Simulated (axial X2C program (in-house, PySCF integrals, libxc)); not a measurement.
## Bond lengths and stretching modes, held linear, of TiSH

Computed with an in-house all-electron X2C program for linear molecules (integrals from PySCF): two-component X2C with atomic mean-field Coulomb and Gaunt terms, Gaussian nuclei, basis Ti dyall-v3z, S dyall-av3z, H dyall-v3z with contracted cores. Spin-free rows use the one-electron spin-free X2C Hamiltonian.

Masses Ti 47.948, S 31.972, H 1.008 u. States: 2c Ω = 1/2 (beyond evenly filled blocks: 2 × ω = -1/2, ω = 3/2); spin-free M_S = 3/2, Λ = 2 (beyond evenly filled blocks: 2 × σα, δ+α).

MP2, spin-free: energies above the lowest point

```csv
r(Ti–S) (Å),r(S–H) (Å),E (meV)
2.1860,1.3192,37.15
2.1860,1.3530,35.14
2.1860,1.3868,61.53
2.2420,1.3192,0.59
2.2420,1.3530,0.00
2.2420,1.3868,27.88
2.2420,1.4206,79.43
2.2980,1.3192,0.93
2.2980,1.3530,1.41
2.2980,1.3868,30.44
2.3541,1.3530,32.28
2.3541,1.4206,115.89
```

Q: Fit a quadratic surface with cubic terms in each bond: where is the minimum, and what are the two stretching wavenumbers?

A: At MP2, spin-free: bonds 2.268 and 1.336 Å; harmonic stretches 383.1 and 2733.1 cm⁻¹; force constants 1.69, 4.3 and coupling 0.10 mdyn/Å.

The other levels and Hamiltonians give:

```csv
Hamiltonian,level,r(Ti–S) (Å),r(S–H) (Å),lower stretch (cm⁻¹),upper stretch (cm⁻¹)
2c,PBE0,2.245,1.352,392.8,2590.0
2c,HF,2.368,1.322,341.7,2854.9
2c,LDA,2.175,1.389,418.4,2270.5
2c,MP2,2.268,1.336,383.0,2732.8
spin-free,PBE0,2.245,1.352,392.9,2591.0
spin-free,HF,2.367,1.322,342.0,2855.7
spin-free,LDA,2.175,1.389,418.5,2271.9
```

Each state is one determinant, the lowest of a limited PBE0 search; the stretches come from a fit to these few points and carry an uncertainty of a few per cent. Other orders of the atoms were not compared. The levels spread by more than a fifth, so the stretches depend strongly on the method. MP2 freezes inner shells (threshold -2 hartree). The molecule was held linear; bending was not examined, so a bent shape may lie lower. Hydrosulfides and their kin are strongly bent in nature, so this linear model does not describe the real molecule. Note: functional without a current term on a determinant with orbital currents, of the molecule or an atom. Note: several unpaired electrons, one determinant need not be a pure state.
